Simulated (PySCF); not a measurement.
PySCF input (HF/def2-SVPD):

```python
import numpy as np, basis_set_exchange as bse
from pyscf import gto, scf, dft, df
from pyscf.prop.nmr import rhf as nmr

basis = {'F': gto.basis.parse(bse.get_basis('def2-SVPD', elements=['F'], fmt='nwchem')), 'Si': gto.basis.parse(bse.get_basis('def2-SVPD', elements=['Si'], fmt='nwchem'))}
mol = gto.M(
    atom='''
    Si    0.01529876    0.01273124    0.57681924
    F     1.02401244   -0.69021782   -0.46109671
    F    -1.04781051    0.67041367   -0.43617766
    ''',
    basis=basis,
    charge=0,
    verbose=4,
    max_memory=7359,
)
mf = scf.RHF(mol)
mf.conv_tol = 1e-9
mf.max_cycle = 100
print('smallest overlap eigenvalue', np.linalg.eigvalsh(mol.intor('int1e_ovlp'))[0])
mf.kernel()
dip = mf.dip_moment()
n = nmr.NMR(mf)
n.verbose = 2
n.max_cycle_cphf = 60
sigma = n.kernel()
for i, x in enumerate(sigma):
    print(mol.atom_symbol(i), i + 1, round(x.trace() / 3, 3))
```

Output:

```
PySCF version 2.14.0

[INPUT] verbose = 4
[INPUT] num. atoms = 3
[INPUT] num. electrons = 32
[INPUT] charge = 0
[INPUT] spin (= nelec alpha-beta = 2S) = 0
[INPUT] symmetry False subgroup None
[INPUT] Mole.unit = angstrom
[INPUT] Symbol           X                Y                Z      unit          X                Y                Z       unit  Magmom
[INPUT]  1 Si     0.015298760000   0.012731240000   0.576819240000 AA    0.028910466445   0.024058556826   1.090030386980 Bohr   0.0
[INPUT]  2 F      1.024012440000  -0.690217820000  -0.461096710000 AA    1.935103059748  -1.304322646094  -0.871346498838 Bohr   0.0
[INPUT]  3 F     -1.047810510000   0.670413670000  -0.436177660000 AA   -1.980074894341   1.266898226465  -0.824256319054 Bohr   0.0

nuclear repulsion = 100.170809851868
number of shells = 28
number of NR pGTOs = 108
number of NR cGTOs = 70
basis = {'F': [[0, [2894.832599, -0.0053408255515], [435.4193912, -0.039904258866], [98.843328866, -0.17912768038], [27.485198001, -0.46758090825], [8.5405498171, -0.4465313102]], [0, [1.0654578038, 1.0]], [0, [0.33247346748, 1.0]], [0, [0.098097752264, 1.0]], [1, [22.696633924, -0.045212874436], [4.9872339257, -0.23754317067], [1.3491613954, -0.51287353587]], [1, [0.34829881977, 1.0]], [1, [0.083372148304, 1.0]], [2, [1.4, 1.0]], [2, [0.22301361948, 1.0]]], 'Si': [[0, [6903.7118686, 0.0013373962995], [1038.4346419, 0.0099966546241], [235.8758148, 0.044910165101], [66.069385169, 0.1146363854], [20.247945761, 0.10280063858]], [0, [34.35348173, 0.07083728501], [3.6370788192, -0.43028836252], [1.4002048599, -0.41382774969]], [0, [0.20484414805, 1.0]], [0, [0.077994095468, 1.0]], [0, [0.046834778282, 1.0]], [1, [179.83907373, 0.0061916656462], [41.907258846, 0.043399431982], [12.955294367, 0.15632019351], [4.4383267393, 0.29419996982], [1.5462247904, 0.23536823814]], [1, [0.35607612302, 1.0]], [1, [0.10008513762, 1.0]], [2, [0.35, 1.0]], [2, [0.074117707708, 1.0]]]}
ecp = {}
smallest overlap eigenvalue 0.0010326297168392114

******** <class 'pyscf.scf.hf.RHF'> ********
method = RHF
initial guess = minao
damping factor = 0
level_shift factor = 0
DIIS = <class 'pyscf.scf.diis.CDIIS'>
diis_start_cycle = 1
diis_space = 8
diis_damp = 0
SCF conv_tol = 1e-09
SCF conv_tol_grad = None
SCF max_cycles = 100
direct_scf = True
direct_scf_tol = 1e-13
Set gradient conv threshold to 3.16228e-05
Initial guess from minao.
init E= -487.528371770345
  HOMO = -0.296730948246496  LUMO = -0.0124349388128415  gap/eV = 7.73609
cycle= 1 E= -487.584855896709  delta_E= -0.0565  |g|= 0.589  |ddm|= 1.93
  HOMO = -0.428516883363919  LUMO = 0.00862485932120194  gap/eV = 11.89523
cycle= 2 E= -487.63260822635  delta_E= -0.0478  |g|= 0.382  |ddm|= 0.823
  HOMO = -0.419527393405098  LUMO = 0.0264301570964927  gap/eV = 12.13512
cycle= 3 E= -487.655984643663  delta_E= -0.0234  |g|= 0.0334  |ddm|= 0.241
  HOMO = -0.409344081964846  LUMO = 0.0364457037574351  gap/eV = 12.13056
cycle= 4 E= -487.656503893418  delta_E= -0.000519  |g|= 0.00888  |ddm|= 0.0875
  HOMO = -0.409642266073349  LUMO = 0.0360859364747035  gap/eV = 12.12888
cycle= 5 E= -487.65655493039  delta_E= -5.1e-05  |g|= 0.00216  |ddm|= 0.0322
  HOMO = -0.409694314633486  LUMO = 0.0358542938848574  gap/eV = 12.12400
cycle= 6 E= -487.656558455881  delta_E= -3.53e-06  |g|= 0.00045  |ddm|= 0.00921
  HOMO = -0.409629966526328  LUMO = 0.0359017098555925  gap/eV = 12.12353
cycle= 7 E= -487.656558592927  delta_E= -1.37e-07  |g|= 6.3e-05  |ddm|= 0.00154
  HOMO = -0.409625131675329  LUMO = 0.0359002675053208  gap/eV = 12.12336
cycle= 8 E= -487.65655859489  delta_E= -1.96e-09  |g|= 1.14e-05  |ddm|= 0.000166
  HOMO = -0.409625450154409  LUMO = 0.0358994424468912  gap/eV = 12.12335
cycle= 9 E= -487.656558594952  delta_E= -6.14e-11  |g|= 2.2e-06  |ddm|= 3.56e-05
  HOMO = -0.409625709347259  LUMO = 0.0358991755486064  gap/eV = 12.12335
Extra cycle  E= -487.656558594954  delta_E= -2.5e-12  |g|= 8.78e-07  |ddm|= 3.99e-06
converged SCF energy = -487.656558594954
Dipole moment(X, Y, Z, Debye):  0.03444,  0.02866,  1.29857
Si 1 448.329
F 2 222.92
F 3 222.92
```
